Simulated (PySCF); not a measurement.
Species: Cl2CrO2 (singlet state).
Bonds: O1–Cr2 (double), Cr2–O3 (double), Cr2–Cl4, Cr2–Cl5.

The calculation used PBE0-D3(BJ)/def2-SVP geometry optimisation, gas phase in PySCF 2.14.0.

How far are the bound atoms from Cr2?

4 atoms: O3 1.524 Å, O1 1.525 Å, Cl5 2.111 Å, Cl4 2.113 Å.

List the angles at Cr2.

```tsv
angle	degrees	distance of the outer atoms (Å)
Cl4–Cr2–Cl5	111.9	3.50
O1–Cr2–Cl4	109.4	2.99
O1–Cr2–Cl5	109.0	2.98
O3–Cr2–Cl4	109.0	2.98
O3–Cr2–Cl5	108.9	2.98
O1–Cr2–O3	108.6	2.47
```

What is the shape at Cr2?

Tetrahedral: angles from 108.6° to 111.9°; τ4 = (360° − α − β)/141° = 0.98 with α and β the two widest (0 for a square, 1 for a tetrahedron). Differences among atoms that C2v makes equivalent are scatter left by the optimiser.

What are the rotational constants (commonest isotopes, rigid rotor)?

A = 3304, B = 1920, C = 1588 MHz: an asymmetric top.

Point group: C2v (every atom within 0.08 Å of its image). Charge 0, singlet. No PBE0-D3(BJ)/def2-SVP frequencies stand behind this structure, so it isn't proved a minimum.
The closed-shell solution of the metal species wasn't tested for stability.
